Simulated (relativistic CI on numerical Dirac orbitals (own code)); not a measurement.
## Re³⁺: 5d valence photoemission

Computed with this model: Dirac-Coulomb-Breit CI, KLI orbitals optimised for each configuration, model QED (radiative potential, 1s self-energy scaled to tabulated hydrogen-like ionisation energies), valence Slater integrals scaled by 0.7, multiplet model of photoemission in the sudden approximation; configurations [Xe] 4f14 5d4 → [Xe] 4f14 5d3; 300 K; Lorentzian 0.3 eV and Gaussian 0.5 eV FWHM. Energies are those of the free ion, without screening or charge transfer. The energies are binding energies and can lie tens of eV above those of solids. S is read from ⟨S²⟩ = S(S + 1).

Field parameters in Wybourne normalisation: Oh B⁴₀ = 21Dq, B⁴₄ = √(5/14) B⁴₀. The field is a parameter set, without covalency.

free ion: ground-state S = 1.73, centroid 38.98 eV. Peaks (eV, height): 38.6 (100), 40.0 (26), 41.0 (6).

Oh, 10Dq = 7000 cm⁻¹: ground-state S = 1.61, centroid 39.01 eV. Peaks (eV, height): 38.5 (100), 39.3 (54).

Oh, 10Dq = 19350 cm⁻¹: ground-state S = 1.13, centroid 39.27 eV. Peaks (eV, height): 38.5 (100), 39.8 (86).

Oh, 10Dq = 31700 cm⁻¹: ground-state S = 1.01, centroid 39.81 eV. Peaks (eV, height): 39.0 (100), 40.3 (96), 41.5 (18).

Oh, 10Dq = 44050 cm⁻¹: ground-state S = 0.98, centroid 40.40 eV. Peaks (eV, height): 39.5 (100), 40.9 (100), 42.1 (20).

Strongest unbroadened transitions for Oh, 10Dq = 31700 cm⁻¹:

```
Energy (eV)  Relative strength
      38.97              100.0
      40.33               94.4
      40.50                1.0
      41.52               13.2
      41.68                1.3
      42.96                0.1
      43.86                0.3
      43.93                0.3
      44.03                0.2
      44.39                0.0
      44.47                0.1
      45.20                0.4
      45.40                0.2
      45.63                0.2
      45.79                0.0
      46.90                0.1
```
